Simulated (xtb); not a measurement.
F3Y (SMILES [F][Y]([F])[F]), singlet, geometry from GFN2-xTB (such geometries of metal compounds can be far from the true shape); GFN2-xTB (xtb 6.7.1).

xtb was given this input:
```
$ xtb mol.xyz --gfn 2 --ohess --json

# file mol.xyz
4

Y      0.06440607    -0.13267464    -0.31224007
F     -1.52788470    -0.68420205     0.52720126
F     -0.08680010     1.74084587    -0.20597742
F      1.33559184    -0.48172038     1.03181646
```

### Question
What does xtb print? Leave out banner, timings and long lists.

### Answer

```
   ID    Z sym.   atoms
    1   39 Y      1
    2    9 F      2-4

           -------------------------------------------------
          |                Calculation Setup                |
           -------------------------------------------------

           -------------------------------------------------
          |                 G F N 2 - x T B                 |
           -------------------------------------------------

          ...................................................
          :                      SETUP                      :
          :.................................................:
          :  # basis functions                  22          :
          :  # atomic orbitals                  21          :
          :  # shells                            9          :
          :  # electrons                        24          :
          :  max. iterations                   250          :
          :  Hamiltonian                  GFN2-xTB          :
          :  restarted?                      false          :
          :  GBSA solvation                  false          :
          :  PC potential                    false          :
          :  electronic temp.          300.0000000     K    :
          :  accuracy                    1.0000000          :
          :  -> integral cutoff          0.2500000E+02      :
          :  -> integral neglect         0.1000000E-07      :
          :  -> SCF convergence          0.1000000E-05 Eh   :
          :  -> wf. convergence          0.1000000E-03 e    :
          :  Broyden damping             0.4000000          :
          :  net charge                          0          :
          :  unpaired electrons                  0          :
          ...................................................

 iter      E             dE          RMSdq      gap      omega  full diag
   1      5.3095158  0.530952E+01  0.566E+01    0.32       0.0  T
   2    -13.8593757 -0.191689E+02  0.287E+01   35.24       1.0  T
   3    -14.3761620 -0.516786E+00  0.212E+01   19.97       1.0  T
   4    -14.6402955 -0.264133E+00  0.187E+01   15.09       1.0  T
   5    -14.4886586  0.151637E+00  0.175E+01   17.85       1.0  T
   6      5.9084338  0.203971E+02  0.633E+01    0.31       1.0  T
   7    -15.5717578 -0.214802E+02  0.404E+00    1.68       1.0  T
   8    -15.5011981  0.705596E-01  0.125E+01    4.53       1.0  T
   9    -15.5388320 -0.376338E-01  0.892E+00    4.09       1.0  T
[...]
         :: total energy             -15.602149147367 Eh    ::
 * total energy  :   -15.6021491 Eh     change       -0.1443219E-09 Eh
   *** GEOMETRY OPTIMIZATION CONVERGED AFTER 1 ITERATIONS ***
         :: total energy             -15.602149147511 Eh    ::
[...]
          :.................................................:

    mode    ω/cm⁻¹     T·S(HO)/kcal·mol⁻¹    T·S(FR)/kcal·mol⁻¹   T·S(vib)
   ------------------------------------------------------------------------
       1    130.24    -0.87729 ( 97.87%)    -0.77262 (  2.13%)    -0.87506
       2    149.77    -0.79758 ( 98.77%)    -0.73128 (  1.23%)    -0.79677
       3    149.78    -0.79756 ( 98.77%)    -0.73126 (  1.23%)    -0.79675
   ------------------------------------------------------------------------

   temp. (K)  partition function   enthalpy   heat capacity  entropy
                                   cal/mol     cal/K/mol   cal/K/mol   J/K/mol
 298.15  VIB   13.8                 1859.044     10.231     11.441
         ROT  0.341E+05              888.752      2.981     23.723
         INT  0.471E+06             2747.797     13.212     35.164
         TR   0.171E+28             1481.254      4.968     40.825
         TOT                        4229.0506    18.1805    75.9894   317.9396

       T/K    H(0)-H(T)+PV         H(T)/Eh          T*S/Eh         G(T)/Eh
   ------------------------------------------------------------------------
    298.15    0.673942E-02    0.103051E-01    0.361050E-01   -0.257999E-01
   ------------------------------------------------------------------------

         :::::::::::::::::::::::::::::::::::::::::::::::::::::
         ::                  THERMODYNAMIC                  ::
         :::::::::::::::::::::::::::::::::::::::::::::::::::::
         :: total free energy         -15.627949024850 Eh   ::
         ::.................................................::
         :: total energy              -15.602149147511 Eh   ::
         :: zero point energy           0.003565709063 Eh   ::
         :: G(RRHO) w/o ZPVE           -0.029365586402 Eh   ::
         :: G(RRHO) contrib.           -0.025799877339 Eh   ::
         :::::::::::::::::::::::::::::::::::::::::::::::::::::

optimized geometry written to: xtbopt.xyz

           -------------------------------------------------
          | TOTAL ENERGY              -15.602149147511 Eh   |
          | TOTAL ENTHALPY            -15.591844017410 Eh   |
          | TOTAL FREE ENERGY         -15.627949024850 Eh   |
          | GRADIENT NORM               0.000016872198 Eh/α |
          | HOMO-LUMO GAP               2.513800763940 eV   |
           -------------------------------------------------

normal termination of xtb
```
